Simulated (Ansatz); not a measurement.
HOSi, charge +1, singlet, geometry from GFN2-xTB, atoms displaced at random by about 0.1 Å a coordinate; Ansatz (a quantum-chemistry and plane-wave program) with PBE/def2-SVP.

Input for Ansatz:
Ansatz 0.2 input:
```yaml
crystal:
  periodic: [false, false, false]
  atoms:
    - {symbol: O, position_ang: [-0.04498643, 0.05478061, -0.92498250]}
    - {symbol: Si, position_ang: [-0.07239890, 0.08656745, 0.59173737]}
    - {symbol: H, position_ang: [-0.05842609, 0.02491427, -1.80017698]}
basis:
  gaussian:
    orbitals: def2-SVP
hamiltonian:
  xc: pbe
total_charge: 1
relax: {f_tol: 0.1}
```

Task: Predict the main parts of the log of this Ansatz run.

Result: 
```
Functional definition: PBE
397 factors; their error is unknown
mean field evaluation 1: about -9901.4105 eV, gradient 1.1e2 eV
mean field evaluation 2: about -9751.8336 eV, gradient 2.1e2 eV
mean field evaluation 4: about -9922.1319 eV, gradient 1.0e1 eV
mean field evaluation 8: about -9922.4423 eV, gradient 1.2e-2 eV
mean field evaluation 16: about -9922.4082 eV, gradient 6.4e-5 eV
mean field -9922.40823995 eV, -364.6417771681 hartree, gradient 6.4e-5 eV, S^2 0.000000; 0 other end points of the search recorded, 0 dependent functions left out
the calculation of the forces begins
reference -9922.40826591 eV, -364.6417781224 hartree; 11, 11 occupied and 26, 26 virtual orbitals, 397 factors
relax step   1: F+E_penalty+E_count = -9922.40823995 eV  Δ(F+E_penalty+E_count) = +0.000e0 eV  max|allowed force component| = 7.142e0 eV/Å  Δτ_max = 0.0000 Å  (25 SCF iters, accepted)
these checks for a lower state are left out or cut short: starts, cluster_reference, orbital_swaps, neighbouring_geometries, increment
397 factors; their error is unknown
mean field -9922.78794298 eV, -364.6557309972 hartree, gradient 1.1e-5 eV, S^2 0.000000; 0 other end points of the search recorded, 0 dependent functions left out
the calculation of the forces begins
reference -9922.78796940 eV, -364.6557319681 hartree; 11, 11 occupied and 26, 26 virtual orbitals, 397 factors
relax step   2: F+E_penalty+E_count = -9922.78794298 eV  Δ(F+E_penalty+E_count) = -3.797e-1 eV  max|allowed force component| = 1.515e0 eV/Å  Δτ_max = 0.0653 Å  (24 SCF iters, accepted)
these checks for a lower state are left out or cut short: starts, cluster_reference, orbital_swaps, neighbouring_geometries, increment
397 factors; their error is unknown
mean field evaluation 32: about -9922.8188 eV, gradient 1.7e-5 eV
mean field -9922.81882848 eV, -364.6568660186 hartree, gradient 1.7e-5 eV, S^2 0.000000; 0 other end points of the search recorded, 0 dependent functions left out
the calculation of the forces begins
reference -9922.81885503 eV, -364.6568669942 hartree; 11, 11 occupied and 26, 26 virtual orbitals, 397 factors
relax step   3: F+E_penalty+E_count = -9922.81882848 eV  Δ(F+E_penalty+E_count) = -3.089e-2 eV  max|allowed force component| = 2.933e-1 eV/Å  Δτ_max = 0.0217 Å  (24 SCF iters, accepted)
these checks for a lower state are left out or cut short: starts, cluster_reference, orbital_swaps, neighbouring_geometries, increment
397 factors; their error is unknown
mean field -9922.82007239 eV, -364.6569117313 hartree, gradient 1.7e-5 eV, S^2 0.000000; 0 other end points of the search recorded, 0 dependent functions left out
the calculation of the forces begins
reference -9922.82009897 eV, -364.6569127080 hartree; 11, 11 occupied and 26, 26 virtual orbitals, 397 factors
relax step   4: F+E_penalty+E_count = -9922.82007239 eV  Δ(F+E_penalty+E_count) = -1.244e-3 eV  max|allowed force component| = 3.085e-2 eV/Å  Δτ_max = 0.0052 Å  (25 SCF iters, accepted)
397 factors; their error is unknown
mean field -9922.82007239 eV, -364.6569117313 hartree, gradient 1.7e-5 eV, S^2 0.000000; 1 other end points of the search recorded, 0 dependent functions left out
the calculation of the forces begins
reference -9922.82009897 eV, -364.6569127080 hartree; 11, 11 occupied and 26, 26 virtual orbitals, 397 factors
Total energy: -9922.82009897 eV, -364.6569127080 hartree
Atom 0 at    -0.046355     0.054666    -0.909876 Å, force    -0.030848    -0.012476    -0.011593 eV/Å
Atom 1 at    -0.072217     0.088695     0.664952 Å, force     0.011694     0.004984     0.013449 eV/Å
Atom 2 at    -0.057240     0.022902    -1.888498 Å, force     0.019153     0.007492    -0.001856 eV/Å
Dipole moment:    -0.012272    -0.004393     0.015724 e Å
```
